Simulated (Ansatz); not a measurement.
Born–Oppenheimer molecular dynamics of AlCl$_{3}$H$_{4}$OSi (10 atoms, charge 0, multiplicity 1). It starts from a rough guess of a transition structure, not a stationary point.

All numbers below come from UKS B3LYP-D4/STO-3G in Ansatz.

```yaml
ensemble: NVE (velocity Verlet)
time_step: 0.5 fs
steps_asked: 150
starting_velocities_drawn_for: 100 K
seed: 278699
```

First frame:

```xyz
10
Properties=species:S:1:pos:R:3
Al -1.346 -0.159 -1.411
O 0.422 0.829 -0.615
H -1.036 -0.928 -2.703
H -2.654 0.602 -1.155
Si 0.774 -0.220 1.132
H -0.624 -1.070 0.220
Cl 2.669 0.522 1.060
Cl -0.382 0.904 2.321
Cl 1.175 -2.029 2.005
H 1.003 1.550 -0.853
```

Task: How far do the bonds stretch over the last three quarters of this one trajectory? (Pairs bonded in most of those frames.)

Result: 
```tsv
bond	mean (Å)	spread (Å)	shortest	longest
Al1–O2	1.801	0.135	1.60	2.00
Al1–H3	1.493	0.025	1.45	1.54
Al1–H4	1.493	0.024	1.46	1.53
Al1–Si5	2.761	0.109	2.57	2.89
Al1–H6	1.771	0.149	1.54	2.02
O2–Si5	1.779	0.146	1.60	2.02
O2–H10	1.015	0.055	0.92	1.10
Si5–H6	1.661	0.173	1.44	2.25
Si5–Cl7	2.205	0.138	2.00	2.38
Si5–Cl8	2.138	0.100	2.01	2.27
Si5–Cl9	2.183	0.098	2.02	2.32
```

Mean temperature of the second half: 1375 K. The conserved energy stayed within 0.75 meV per atom of its start (net change -0.17 meV per atom), so the integration is sound. The system heated up, since it started high on the potential surface and ran downhill. A run of 0.075 ps of so small a system gives no equilibrium averages. The orbitals stay closed-shell, which can raise the energy where a bond breaks towards radicals; this wasn't checked here. Limits of this set-up: minimal basis.

The run took 5.8 min on 1 thread of AMD EPYC 9R45 96-Core Processor (Zen 5), on a shared host, peak memory 0.25 GiB.
